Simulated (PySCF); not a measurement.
# Bond length, frequency and bond energy of InCl by level of theory

State: ¹Σ⁺ (singlet), closed shell. Set-up: basis In def2-TZVPPD with ECP28, Cl def2-TZVPPD; scalar-relativistic core potentials; PySCF 2.14. De refers to In + Cl in their high-spin ground configurations, without counterpoise correction. A positive dipole means In(−)Cl(+).

```json
{"Level": "RHF", "Re (Å)": "2.433", "ωe (cm⁻¹)": "308", "De (eV)": "3.41", "μ (D)": "-3.68"}
{"Level": "RHF-MP2", "Re (Å)": "2.406", "ωe (cm⁻¹)": "319", "De (eV)": "4.72", "μ (D)": "n/a"}
{"Level": "RHF-SCS-MP2", "Re (Å)": "2.418", "ωe (cm⁻¹)": "314", "De (eV)": "4.57", "μ (D)": "n/a"}
{"Level": "RHF-CCSD", "Re (Å)": "2.414", "ωe (cm⁻¹)": "317", "De (eV)": "4.38", "μ (D)": "n/a"}
{"Level": "RHF-CCSD(T)", "Re (Å)": "2.414", "ωe (cm⁻¹)": "317", "De (eV)": "4.50", "μ (D)": "n/a"}
{"Level": "PBE", "Re (Å)": "2.440", "ωe (cm⁻¹)": "298", "De (eV)": "4.70", "μ (D)": "-3.60"}
{"Level": "PBEsol", "Re (Å)": "2.411", "ωe (cm⁻¹)": "310", "De (eV)": "4.92", "μ (D)": "-3.37"}
{"Level": "revPBE", "Re (Å)": "2.456", "ωe (cm⁻¹)": "291", "De (eV)": "4.50", "μ (D)": "-3.72"}
{"Level": "BLYP", "Re (Å)": "2.472", "ωe (cm⁻¹)": "286", "De (eV)": "4.52", "μ (D)": "-3.85"}
{"Level": "r²SCAN", "Re (Å)": "2.415", "ωe (cm⁻¹)": "313", "De (eV)": "4.68", "μ (D)": "-3.41"}
{"Level": "B3LYP", "Re (Å)": "2.446", "ωe (cm⁻¹)": "298", "De (eV)": "4.50", "μ (D)": "-3.82"}
{"Level": "PBE0", "Re (Å)": "2.417", "ωe (cm⁻¹)": "310", "De (eV)": "4.58", "μ (D)": "-3.57"}
{"Level": "LC-ωPBE", "Re (Å)": "2.391", "ωe (cm⁻¹)": "322", "De (eV)": "4.47", "μ (D)": "-3.42"}
{"Level": "B2PLYP", "Re (Å)": "2.428", "ωe (cm⁻¹)": "307", "De (eV)": "4.56", "μ (D)": "-3.76"}
```

The bond length runs from 2.391 Å (LC-ωPBE) to 2.472 Å (BLYP). De spans 3.41 eV (RHF, mean field) to 4.92 eV (PBEsol, GGA). Correlation at CCSD(T) changes the Hartree–Fock bond energy by +1.09 eV; the triples alone change it by +0.12 eV.

Correlated steps freeze 9 core orbitals. Spin–orbit coupling is left out, which matters for elements this heavy, above all for dissociation energies. Where the molecule has an RHF reference, its open-shell atoms are computed with UHF. B2PLYP dipoles, levels and charges come from its SCF part alone.

The whole job (state search and all levels along the bond) took about 6 min on 2 threads of Arm Neoverse V2 (shared host), peak memory 3.2 GiB.
